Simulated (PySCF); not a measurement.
**Spin–spin couplings to the heavy atom in `InChI=1S/C8H13GeN/c1-9(2,3)8-5-4-6-10-7-8/h4-7H,1-3H3`**

Geometry:
```
atom   x (Å)   y (Å)   z (Å)
  C1  -1.959   1.588  -0.256
 Ge2  -1.120  -0.107   0.239
  C3  -1.246  -0.364   2.173
  C4  -1.976  -1.591  -0.698
  C5   0.774  -0.033  -0.255
  C6   1.619   0.975   0.227
  C7   2.960   0.990  -0.142
  C8   3.421  -0.015  -0.993
  N9   2.643  -0.984  -1.465
 C10   1.362  -0.984  -1.101
 H11  -3.024   1.585   0.023
 H12  -1.882   1.756  -1.340
 H13  -1.472   2.430   0.259
 H14  -0.699   0.428   2.707
 H15  -0.813  -1.333   2.461
 H16  -2.296  -0.339   2.501
 H17  -1.856  -1.493  -1.787
 H18  -1.547  -2.555  -0.385
 H19  -3.053  -1.605  -0.472
 H20   1.233   1.754   0.893
 H21   3.641   1.765   0.219
 H22   4.472  -0.035  -1.305
 H23   0.755  -1.799  -1.513
```

Method: indirect couplings at PBE/pcJ-1 (dyall-v2z on Ge), no solvent, Gaussian nuclear model, PBE0-D3(BJ)/def2-SVP geometry; PySCF 2.14.0.

Non-relativistic values:
| coupling | atoms | J (Hz) |
| --- | --- | --- |
| 1J(73Ge,13C) | Ge2 – C1/C3/C4 | -12.3 |
| 1J(73Ge,13C) | Ge2 – C5 | -16.1 |
| 2J(73Ge,13C) | Ge2 – C6 | -2.0 |
| 2J(73Ge,13C) | Ge2 – C10 | -2.4 |
| 2J(73Ge,1H) | Ge2 – H11/H12/H13/H14/H15/H16/H17/H18/H19 | 1.6 |
| 3J(73Ge,13C) | Ge2 – C7 | -1.4 |
| 3J(73Ge,1H) | Ge2 – H20 | -2.5 |
| 3J(73Ge,1H) | Ge2 – H23 | -1.3 |
| 5J(73Ge,1H) | Ge2 – H22 | -0.6 |

Problem. What do two-component X2C with spin–orbit coupling give?

Solution. 
| coupling | atoms | with spin–orbit (Hz) |
| --- | --- | --- |
| 1J(73Ge,13C) | Ge2 – C1/C3/C4 | -12.1 |
| 1J(73Ge,13C) | Ge2 – C5 | -15.7 |
| 2J(73Ge,13C) | Ge2 – C6 | -2.2 |
| 2J(73Ge,13C) | Ge2 – C10 | -2.7 |
| 2J(73Ge,1H) | Ge2 – H11/H12/H13/H14/H15/H16/H17/H18/H19 | 1.5 |
| 3J(73Ge,13C) | Ge2 – C7 | -1.5 |
| 3J(73Ge,1H) | Ge2 – H20 | -2.8 |
| 3J(73Ge,1H) | Ge2 – H23 | -1.4 |
| 5J(73Ge,1H) | Ge2 – H22 | -0.7 |

The largest listed coupling, 1J(73Ge,13C), ends at 0.98 times its non-relativistic value. Equivalent partners are averaged, as under fast rotation.
